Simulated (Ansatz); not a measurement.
`[CH3][Al-]([CH3])([SH2+])[Cl]` at its PBE0-D4/def2-TZVP geometry, where that method's forces vanish. Total charge 0; spin multiplicity 1.

```json
{"atom": "C1", "x (Å)": "0.618", "y (Å)": "-1.474", "z (Å)": "-0.786"}
{"atom": "Al2", "x (Å)": "-0.416", "y (Å)": "-0.267", "z (Å)": "0.355"}
{"atom": "C3", "x (Å)": "-1.699", "y (Å)": "1.027", "z (Å)": "-0.346"}
{"atom": "S4", "x (Å)": "1.419", "y (Å)": "1.327", "z (Å)": "1.183"}
{"atom": "Cl5", "x (Å)": "-0.799", "y (Å)": "-0.996", "z (Å)": "2.340"}
{"atom": "H6", "x (Å)": "1.036", "y (Å)": "-0.963", "z (Å)": "-1.660"}
{"atom": "H7", "x (Å)": "1.441", "y (Å)": "-1.955", "z (Å)": "-0.249"}
{"atom": "H8", "x (Å)": "-0.023", "y (Å)": "-2.277", "z (Å)": "-1.166"}
{"atom": "H9", "x (Å)": "-2.605", "y (Å)": "0.517", "z (Å)": "-0.691"}
{"atom": "H10", "x (Å)": "-1.303", "y (Å)": "1.581", "z (Å)": "-1.203"}
{"atom": "H11", "x (Å)": "-2.010", "y (Å)": "1.751", "z (Å)": "0.411"}
{"atom": "H12", "x (Å)": "2.154", "y (Å)": "0.346", "z (Å)": "1.732"}
{"atom": "H13", "x (Å)": "2.188", "y (Å)": "1.385", "z (Å)": "0.081"}
```

For each bond, give half the difference of the two atoms' forces along it (eV/Å; positive pushes the atoms apart) under PBE-D4, r2SCAN-D4, B3LYP-D4, ωB97M-V in def2-TZVPP. (Best estimate.)

Ansatz gave: 
```json
{"bond": "C1–Al2", "length (Å)": "1.956", "PBE-D4": "-0.05", "r2SCAN-D4": "-0.03", "B3LYP-D4": "0.01", "ωB97M-V": "-0.02"}
{"bond": "C1–H6", "length (Å)": "1.095", "PBE-D4": "0.11", "r2SCAN-D4": "0.00", "B3LYP-D4": "-0.03", "ωB97M-V": "-0.03"}
{"bond": "C1–H7", "length (Å)": "1.094", "PBE-D4": "0.11", "r2SCAN-D4": "0.01", "B3LYP-D4": "-0.03", "ωB97M-V": "-0.03"}
{"bond": "C1–H8", "length (Å)": "1.095", "PBE-D4": "0.12", "r2SCAN-D4": "0.00", "B3LYP-D4": "-0.04", "ωB97M-V": "-0.04"}
{"bond": "Al2–C3", "length (Å)": "1.953", "PBE-D4": "-0.04", "r2SCAN-D4": "-0.02", "B3LYP-D4": "0.01", "ωB97M-V": "-0.02"}
{"bond": "Al2–S4", "length (Å)": "2.567", "PBE-D4": "0.00", "r2SCAN-D4": "-0.01", "B3LYP-D4": "0.08", "ωB97M-V": "0.12"}
{"bond": "Al2–Cl5", "length (Å)": "2.149", "PBE-D4": "0.13", "r2SCAN-D4": "0.03", "B3LYP-D4": "0.10", "ωB97M-V": "0.06"}
{"bond": "C3–H9", "length (Å)": "1.095", "PBE-D4": "0.12", "r2SCAN-D4": "0.00", "B3LYP-D4": "-0.04", "ωB97M-V": "-0.04"}
{"bond": "C3–H10", "length (Å)": "1.095", "PBE-D4": "0.11", "r2SCAN-D4": "0.00", "B3LYP-D4": "-0.03", "ωB97M-V": "-0.03"}
{"bond": "C3–H11", "length (Å)": "1.093", "PBE-D4": "0.11", "r2SCAN-D4": "0.01", "B3LYP-D4": "-0.03", "ωB97M-V": "-0.03"}
{"bond": "S4–H12", "length (Å)": "1.343", "PBE-D4": "0.26", "r2SCAN-D4": "0.02", "B3LYP-D4": "-0.03", "ωB97M-V": "-0.09"}
{"bond": "S4–H13", "length (Å)": "1.345", "PBE-D4": "0.27", "r2SCAN-D4": "0.02", "B3LYP-D4": "-0.03", "ωB97M-V": "-0.11"}
```

B3LYP here is the variant with VWN-RPA as its local correlation; programs differ in this.
